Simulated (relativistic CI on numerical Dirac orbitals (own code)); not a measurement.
How well does a small relativistic CI reproduce V VI?

Computed by Dirac-Coulomb-Breit CI, KLI orbitals optimised for each configuration, model QED (radiative potential, 1s self-energy scaled to tabulated hydrogen-like ionisation energies), valence Slater integrals scaled by 0.85, P86 correlation energy added to each configuration (own radial code, finite nucleus).

Configurations in the expansion (outside the closed core [Ne]): 3s2 3p6, 3s2 3p5 3d, 3s 3p6 3d, 3s2 3p5 4s, 3s2 3p5 4p, 3s2 3p5 4d, 3s2 3p5 5s, 3s2 3p5 4f, 3s2 3p5 5p, 3s 3p6 4s, 3s2 3p5 5d, 3s2 3p5 5f, 3s2 3p5 5g, 3p6 3d2, 3p5 3d3, 3p5 3d2 4s, 3p5 3d2 4p, 3p5 3d2 4d, 3p5 3d2 5s. Double excitations out of closed p, d and f shells are left out; levels of such configurations are missing from the list, as are those of other unlisted configurations, and high levels can miss mixing partners. These lack a partner that the ground configuration has and come out too high: 3s2 3p5 4f, 3s2 3p5 5p, 3s2 3p5 5d, 3s2 3p5 5f, 3s2 3p5 5g.

```csv
Configuration,Term (tabulated),J,Measured (cm⁻¹),Computed,Error,Purity (%)
3s2 3p6,1S,0,0.0,0,0,100
3s2 3p5 3d,1D°,2,345139.4,345561,422,57
3s2 3p5 3d,1F°,3,350644.5,349712,-933,74
3s2 3p5 3d,1P°,1,445435.6,448186,2750,99
3s 3p6 3d,3D †,1,549538.0,601042,51504,97
3s 3p6 3d,3D †,2,549863.6,601247,51384,97
3s 3p6 3d,3D †,3,550384.6,601578,51193,96
3s 3p6 3d,1D †,2,566433.0,634849,68416,96
3s2 3p5 4p,3S,1,602974.3,606454,3480,95
3s2 3p5 4p,3P,2,617490.0,622333,4843,56
3s2 3p5 4p,3P,0,621757.1,626919,5162,98
3s2 3p5 4p,3P,1,623594.5,628750,5156,67
3s2 3p5 4p,1S,0,641800.3,647454,5653,96
3s2 3p5 4d,2[1/2]°,0,707280.3,712458,5178,100
3s2 3p5 4d,2[1/2]°,1,708044.6,713188,5144,95
3s2 3p5 4d,2[3/2]°,2,709747.4,714770,5023,84
3s2 3p5 4d,2[7/2]°,4,710695.2,715068,4373,100
3s2 3p5 4d,2[7/2]°,3,711426.2,715802,4376,65
3s2 3p5 4d,2[5/2]°,2,713742.3,717972,4230,54
3s2 3p5 4d,2[5/2]°,3,714667.9,718712,4044,52
3s2 3p5 4d,2[3/2]°,1,716760.4,721100,4340,57
3s2 3p5 4d,2[5/2]°,2,720074.9,724365,4290,46
3s2 3p5 4d,2[5/2]°,3,720836.0,724994,4158,46
3s2 3p5 4d,2[3/2]°,2,721187.6,725353,4165,52
3s2 3p5 4d,2[3/2]°,1,723421.6,727989,4568,56
3s2 3p5 5s,2[3/2]°,2,770494.5,771944,1449,100
3s2 3p5 5s,2[3/2]°,1,771723.1,773219,1496,53
3s2 3p5 4f,2[3/2],1,777549.4,783008,5458,99
3s2 3p5 5s,2[1/2]°,1,778944.0,780506,1562,53
3s2 3p5 4f,2[9/2],5,781295.9,783323,2027,100
3s2 3p5 4f,2[9/2],4,782345.4,783969,1623,61
3s2 3p5 4f,2[7/2],4,785705.4,786411,706,51
3s2 3p5 4f,2[7/2],4,791839.6,793035,1195,48
```

Measured levels from Sugar and Corliss, J. Phys. Chem. Ref. Data 7, 1191 (1978); pairs were made by configuration, J and term (by order where the table uses no LS term), so strongly mixed levels may be paired wrongly. Some J values or terms of the table were assigned by a fit.

Mean error by configuration (cm⁻¹): 3s2 3p5 3d 746; 3s2 3p5 4p 4859; 3s2 3p5 4d 4491; 3s2 3p5 5s 1502; 3s2 3p5 4f 2202. Over the excited levels the mean absolute error is 3493 cm⁻¹ (32 of the 39 excited levels that our extract of the source holds in range could be paired, and the others can miss by more), and the median relative error of those above 1,000 cm⁻¹ is 0.59 %. † marks terms whose computed intervals miss the measured ones by more than a factor of 2.5, or configurations far off the rest, from wrong mixing, a near crossing or a doubtful label or measurement; they are left out of the means.
